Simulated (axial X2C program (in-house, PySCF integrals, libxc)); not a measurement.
Levels of HgF by electron attachment to HgF⁺ (EOM-EA-CCSD)

Computed with an axial X2C code built on PySCF integrals: two-component X2C with atomic mean-field Coulomb and Gaunt terms, Gaussian nuclei, basis Hg dyall-acv3z, F dyall-av3z with contracted cores.

R = 1.878 Å (0.920 times 2.041 Å, the PBE0 minimum at charge 0 for the lowest determinant).

Levels of HgF obtained by attaching an electron to HgF⁺:

```json
{"Ω": "1/2", "binding energy (eV)": "9.638", "above lowest (cm⁻¹)": "0", "attached spinor": "58% Hg sσ, 21% Hg pσ, 13% F pσ", "one-particle weight": "0.96"}
{"Ω": "1/2", "binding energy (eV)": "5.007", "above lowest (cm⁻¹)": "37345", "attached spinor": "85% Hg pπ, 7% F pπ", "one-particle weight": "0.97"}
{"Ω": "3/2", "binding energy (eV)": "4.548", "above lowest (cm⁻¹)": "41052", "attached spinor": "85% Hg pπ, 8% F pπ", "one-particle weight": "0.97"}
{"Ω": "1/2", "binding energy (eV)": "3.127", "above lowest (cm⁻¹)": "52508", "attached spinor": "69% Hg pσ, 13% Hg dσ, 7% Hg sσ", "one-particle weight": "0.96"}
{"Ω": "1/2", "binding energy (eV)": "2.637", "above lowest (cm⁻¹)": "56467", "attached spinor": "86% Hg sσ, 6% Hg pσ", "one-particle weight": "0.99"}
{"Ω": "1/2", "binding energy (eV)": "1.742", "above lowest (cm⁻¹)": "63684", "attached spinor": "96% Hg pπ", "one-particle weight": "0.83"}
```

**Question.** Take the first Ω = 1/2 and Ω = 3/2 rows of π character: how far apart are they, and which lies lower?

**Answer.** E(3/2) − E(1/2) = 41052 − 37345 = 3707 cm⁻¹ at EOM-EA-CCSD: regular, Ω = 1/2 lower. Splittings at this level can be off by ten to twenty per cent.

This point took 3.5 min on 1 thread of Intel(R) Xeon(R) Processor @ 2.30GHz, on a shared host.

Reference electrons by ω block (each with its −ω partner): 1/2: 25, 3/2: 13, 5/2: 5, 7/2: 1. 18 electrons of HgF⁺ correlated (inner shells frozen), 160 natural virtual spinors (a truncated set); levels can be off by some tenths of an eV. Roots sought by Ω: (1/2: 5, 3/2: 4, 5/2: 2, 7/2: 1); the list ends where they run out and leaves out roots under 60 % one-particle weight. The solver can skip a root, and states that need a further excitation, which the method places far too high, are missing though they may lie low or lowest. T1 of the reference 0.032 (Lee–Taylor). The reference was not checked to be the lowest state of its species. Number of frozen shells: Hg 5 s, 4 p, 2 d, 1 f; F 1 s. Large amplitudes in the reference (orbital relaxation or multireference character) lower the reliability.
